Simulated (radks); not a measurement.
Spherical jellium clusters: N electrons in a uniform positive sphere of charge N and radius rs N^(1/3), rs = 4.92 bohr. Method: non-relativistic Kohn-Sham, LDA (Slater exchange, Perdew-Wang correlation), spin-polarised, spherical densities; computed with a radial shooting solver with Libxc functionals. Levels are named by radial order and angular momentum (1s, 1p, 1d, 2s, ...), and open shells are averaged over m.

N = 31, configuration 1s2 1p6 1d10 2s2 1f(up 7, down 4). This is the lowest configuration that the search found. Occupied and some empty levels:

| level | occupation | eigenvalue (eV) | <r> (bohr) |
|---|---|---|---|
| 1s up | 1 | -4.1561 | 9.091 |
| 1s down | 1 | -4.0939 | 8.767 |
| 1p up | 3 | -3.7315 | 10.92 |
| 1p down | 3 | -3.6382 | 10.79 |
| 1d up | 5 | -3.2106 | 12.00 |
| 1d down | 5 | -3.1041 | 11.97 |
| 2s up | 1 | -3.0034 | 9.268 |
| 2s down | 1 | -2.9527 | 9.488 |
| 1f up | 7 | -2.5904 | 12.81 |
| 1f down | 4 | -2.4800 | 12.83 |
| 2p up | 0 | -2.1770 | 10.51 |
| 2p down | 0 | -2.1295 | 10.57 |
| 1g up | 0 | -1.8805 | 13.53 |
| 1g down | 0 | -1.7718 | 13.58 |
| 2d up | 0 | -1.3457 | 12.25 |
| 2d down | 0 | -1.2928 | 12.29 |

Energy (eV): total -58.0221, kinetic 37.624, external -2020.3, Hartree 1006.2, exchange-correlation -96.674, background 1015.2.
